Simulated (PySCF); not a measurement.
Telling isomers of C6H6F3P apart by NMR

PySCF calculation with coordinates at the GFN2-xTB level and σ from GIAO-PBE0/pcSseg-1; non-relativistic Hamiltonian, one averaged value for each set of equivalent atoms, in vacuum, one computed conformer.

References, each an isolated molecule treated in the same way: 1H, 13C against TMS. Splittings of carbon signals by F and P are missing where no couplings were computed. Where no couplings were computed, multiplicities follow the n + 1 count of equivalent neighbours, and m marks all less simple cases (inequivalent or close neighbours, rings, F or P nearby). Shifts are as computed. Against solution values, carbons near 30 ppm lie about +3 ppm off and those near 130 ppm about +5 ppm. Of 1211 compounds with measured shifts, 218 miss one by over three times the rms of a fit or turn the order of signals round; such compounds aren't used in these exercises.

(1) Tabulate the signals of `C=CC1=C(C(F)(F)F)P1C`, `FC(F)(F)Cp1cccc1`, `C=CC1=C(C)P1C(F)(F)F` and their relative energies.

(2) What is the quickest way to tell FC(F)(F)Cp1cccc1 from C=CC1=C(C)P1C(F)(F)F?

(3) What is the quickest way to tell C=CC1=C(C(F)(F)F)P1C from FC(F)(F)Cp1cccc1?

(4) What is the quickest way to tell C=CC1=C(C(F)(F)F)P1C from C=CC1=C(C)P1C(F)(F)F?

Results:

(1) 
| SMILES | carbon types | δC | δH | E rel. (kcal/mol) |
| --- | --- | --- | --- | --- |
| C=CC1=C(C(F)(F)F)P1C | 3×C 1×CH 1×CH2 1×CH3 | 149.9, 140.8, 134.4, 131.0, 129.9, 25.6 | 7.60 (m, 1H), 6.40 (m, 1H), 6.27 (m, 1H), 0.96 (m, 3H) | 35.0 |
| FC(F)(F)Cp1cccc1 | 1×C 4×CH 1×CH2 | 148.4, 146.2, 135.3, 38.4 | 7.33 (m, 2H), 7.18 (m, 2H), 2.37 (m, 2H) | 0.0 |
| C=CC1=C(C)P1C(F)(F)F | 3×C 1×CH 1×CH2 1×CH3 | 139.7, 138.2, 131.9, 128.5, 125.1, 16.9 | 7.32 (m, 1H), 6.31 (m, 1H), 6.27 (m, 1H), 2.75 (m, 3H) | 35.0 |

Energies are electronic energies at PBE0/pcSseg-1 on these geometries, without zero-point or thermal terms, each for the one conformer computed, which needn't be the lowest.

(2) Count the carbon signals: 4 against 6. The first has an sp3 CH2 bonded to P at 38.4 ppm, the second a terminal =CH2 carbon at 138.2 ppm. Their most deshielded carbons lie at 148.4 and 139.7 ppm.

(3) Count the carbon signals: 6 against 4. The first has a terminal =CH2 carbon at 140.8 ppm, the second an sp3 CH2 bonded to P at 38.4 ppm. Their most deshielded carbons lie at 149.9 and 148.4 ppm.

(4) Both give the same number of carbon signals, with the same numbers of each carbon type, so the positions decide. The first has a fully substituted alkene carbon (C) at 149.9 ppm, the second an allylic methyl carbon (CH3) at 16.9 ppm. Their most deshielded carbons lie at 149.9 and 139.7 ppm.
